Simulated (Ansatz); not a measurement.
Molecule: CH$_{3}$Zn, charge 0, multiplicity 2. The spin state was set by rule; other spins were not relaxed. SMILES of the parent species: [Zn][CH3]
Geometry from a B3LYP-D3(BJ)/def2-TZVP (Ansatz, a first-principles code) optimisation:
```xyz
5

Zn    -0.3526    -0.2204    -0.2831
C      1.0971     0.6858     0.8809
H      1.6225    -0.0947     1.4297
H      0.5981     1.3733     1.5626
H      1.7754     1.2194     0.2163
```
Charge 0, spin multiplicity 2.

Quantity: atomisation energy (electronic, to ground-state atoms), in kJ/mol. Cores are frozen in the correlated levels unless marked. UHF or UKS for open shells. No spin-orbit coupling. Frozen are the shells of the preceding noble gas and the d and f shells that filled before the atom's block. Non-relativistic. The coupled-cluster limit lacks core correlation, which all-electron functionals hold. Basis-set limits of correlation are two-point, X^-3; Hartree-Fock from the larger set. The bracket is a focal-point correction in the basis named.

| level | program | atomisation energy (kJ/mol) | minus last row |
|---|---|---|---|
| HF/def2-TZVPP | Ansatz | 1038.5 | -314.4 |
| SVWN5/def2-TZVPD | Ansatz | 1540.7 | 187.8 |
| BLYP/def2-TZVPD | Ansatz | 1335.0 | -17.9 |
| r2SCAN/def2-TZVPD | Ansatz | 1380.1 | 27.2 |
| r2SCAN-D3(BJ)/def2-TZVPD | Ansatz + dftd3 | 1381.6 | 28.7 |
| B3LYP/def2-TZVPD | Ansatz | 1350.4 | -2.5 |
| PBE0-D3(BJ)/def2-TZVP | Ansatz + dftd3 | 1371.0 | 18.1 |
| PBE0/def2-QZVPP | Ansatz | 1371.6 | 18.7 |
| B2GP-PLYP-D3(BJ)/def2-TZVPD | Ansatz + dftd3 | 1347.6 | -5.3 |
| RPA@PBE/def2-QZVPP | Ansatz | 1294.5 | -58.4 |
| MP2/def2-TZVPPD | Ansatz | 1348.4 | -4.5 |
| SCS-MP2/def2-TZVPP | Ansatz | 1338.1 | -14.8 |
| CCSD/def2-SVPD | Ansatz | 1319.9 | -33.0 |
| RI-MP2/CBS(def2-TZVPP,def2-QZVPP)+[CCSD(T)-MP2]/def2-TZVPP | Ansatz | 1354.0 | 1.1 |
| RI-MP2/CBS(def2-TZVPPD,def2-QZVPPD)+[CCSD(T)-MP2]/def2-TZVPPD | Ansatz | 1352.9 | 0.0 |
